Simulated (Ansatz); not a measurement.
Consider the redistribution: `O=C(O)C[SiH2]F` + `CN([SiH3])[SiH](O)O` → `CN([SiH2]F)[SiH](O)O` + `O=C(O)C[SiH3]`.

Computed with Ansatz on PBE0-D4/def2-TZVP structures; ΔE is electronic, products minus reactants. CCSD(T)/CBS adds triple-zeta CCSD(T) − MP2 to the extrapolated MP2 energy (def2 sets, frozen cores). One conformer a species, not always the lowest.

`O=C(O)C[SiH2]F`:

Z-matrix (Å, degrees):
```
C
Si 1 1.878
C 1 1.493 2 108.4
H 1 1.094 2 111.7 3 -120.9
H 1 1.094 2 111.7 3 120.9
F 2 1.606 1 106.6 3 180.0
H 2 1.479 1 111.4 3 63.1
H 2 1.479 1 111.4 3 -63.2
O 3 1.338 1 113.9 2 -179.9
O 3 1.206 1 123.5 2 0.1
H 9 0.968 3 106.8 1 -180.0
```

`CN([SiH3])[SiH](O)O`:

Cartesian coordinates in Å:
```
C -0.213 1.202 1.251
N 0.151 0.135 0.315
Si 1.802 0.081 -0.182
Si -1.164 -0.785 -0.305
O -2.232 0.078 -1.191
O -0.585 -1.977 -1.268
H 0.535 1.297 2.044
H -1.170 0.979 1.733
H -0.314 2.174 0.757
H 2.161 1.137 -1.171
H 2.665 0.279 1.015
H 2.096 -1.242 -0.791
H -1.969 -1.267 0.838
H -1.958 0.366 -2.063
H 0.193 -2.458 -0.982
```

`CN([SiH2]F)[SiH](O)O`:

Z-matrix (Å, degrees):
```
C
N 1 1.463
H 1 1.094 2 111.7
H 1 1.094 2 110.9 3 120.3
H 1 1.092 2 110.8 3 -120.3
Si 2 1.707 1 121.3 3 105.8
Si 2 1.728 1 117.7 3 -77.3
F 6 1.611 2 110.4 1 116.8
H 6 1.479 2 113.5 1 -126.3
H 6 1.482 2 108.2 1 -0.9
O 7 1.639 2 106.6 1 -168.9
O 7 1.631 2 114.6 1 71.9
H 7 1.478 2 108.7 1 -44.5
H 11 0.960 7 118.4 2 53.5
H 12 0.959 7 117.9 2 70.1
```

`O=C(O)C[SiH3]`:

Z-matrix (Å, degrees):
```
C
Si 1 1.886
C 1 1.497 2 111.8
H 1 1.095 2 111.0 3 -121.7
H 1 1.095 2 110.9 3 121.6
H 2 1.488 1 107.5 3 179.9
H 2 1.483 1 110.6 3 -61.5
H 2 1.483 1 110.6 3 61.2
O 3 1.343 1 112.7 2 -179.7
O 3 1.203 1 125.0 2 0.3
H 9 0.968 3 106.6 1 -180.0
```

```tsv
species	CCSD(T)/CBS(def2) energy (Eh)
`O=C(O)C[SiH2]F`	-618.41680
`CN([SiH3])[SiH](O)O`	-826.82735
`CN([SiH2]F)[SiH](O)O`	-926.09847
`O=C(O)C[SiH3]`	-519.15248
```

Q: Work out ΔE.

A: ΔE = (-926.09847) + (-519.15248) − (-618.41680) − (-826.82735) = -0.00680 Eh = -4.3 kcal/mol.

Largest T1 diagnostic among the species: 0.014.
